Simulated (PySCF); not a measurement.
Compound: C3H12AlAs.
Cartesian coordinates in Å at the PBE0-D3(BJ)/def2-SVP level; atoms count from 1:
```
atom  x, y, z in Å
C1    -1.2663   -1.2148    0.4028
C2    -1.1422    0.0118   -0.5002
C3    -1.2149    1.3097    0.3024
Al4    0.4327   -0.0747   -1.7200
As5    2.3365   -0.0571    0.1100
H6    -2.1957   -1.1974    1.0017
H7    -0.4337   -1.2750    1.1277
H8    -1.2598   -2.1571   -0.1680
H9    -2.0081    0.0011   -1.1933
H10   -2.1431    1.3776    0.8994
H11   -0.3793    1.3935    1.0215
H12   -1.1708    2.2028   -0.3414
H13    0.9296    1.2693   -2.4448
H14    0.8213   -1.4830   -2.3837
H15    2.4643    1.1350    1.0298
H16    2.4401   -1.1276    1.1717
H17    3.7784   -0.0983   -0.3391
```

The calculation used core-valence-separated Tamm–Dancoff BHandHLYP/aug-pcX-1 (pcseg-1 on H, def2-SVPD on As, def2-SVPD on Al) in PySCF, non-relativistic, gas phase, PBE0-D3(BJ)/def2-SVP geometry. BHandHLYP without relativity tends to put these K edges a few eV too low, so spacings mean more than positions.

The lowest roots of each edge with f over 0.003 (five at most, numbered afresh; weaker and dark ones are left out), with transition dipoles (au) in the frame of the coordinates:

```json
{"root": "1", "edge": "C", "E (eV)": "284.62", "μx": "-0.0048", "μy": "-0.0017", "μz": "-0.0420"}
{"root": "2", "edge": "C", "E (eV)": "285.05", "μx": "0.0168", "μy": "-0.0092", "μz": "0.0375"}
{"root": "3", "edge": "C", "E (eV)": "285.05", "μx": "-0.0075", "μy": "-0.0251", "μz": "-0.0147"}
{"root": "4", "edge": "C", "E (eV)": "285.41", "μx": "0.0492", "μy": "-0.0002", "μz": "0.0113"}
{"root": "5", "edge": "C", "E (eV)": "285.68", "μx": "-0.0340", "μy": "0.0299", "μz": "-0.0208"}
```

Question: What are the oscillator strengths?

Answer: f = (2/3) ΔE |μ|², with ΔE in hartree (27.2114 eV):

```
root  ΔE (Eh)  |μ|² (au)      f  core hole on
   1  10.4597   0.001790  0.012            C2
   2  10.4754   0.001773  0.012         C1/C3
   3  10.4755   0.000902  0.006         C1/C3
   4  10.4886   0.002548  0.018            C2
   5  10.4985   0.002483  0.017         C1/C3
```

Question: Molecules are fixed in this frame and the field points along y. What effective strengths 3 f cos²θ do the roots have (θ between field and μ)?

Answer: root 1 (C2): 0.000, root 2 (C1/C3): 0.002, root 3 (C1/C3): 0.013, root 4 (C2): 0.000, root 5 (C1/C3): 0.019. Root 5 is the strongest. Averaged over all orientations cos²θ is 1/3, which gives f back. For degenerate partners only the sum has meaning, as the program may mix them freely.

 The BHandHLYP/aug-pcX-1 (pcseg-1 on H, def2-SVPD on As, def2-SVPD on Al) calculation is non-relativistic and has no spin–orbit coupling, an omission that weighs most on arsenic.

One conformer stands for the species.
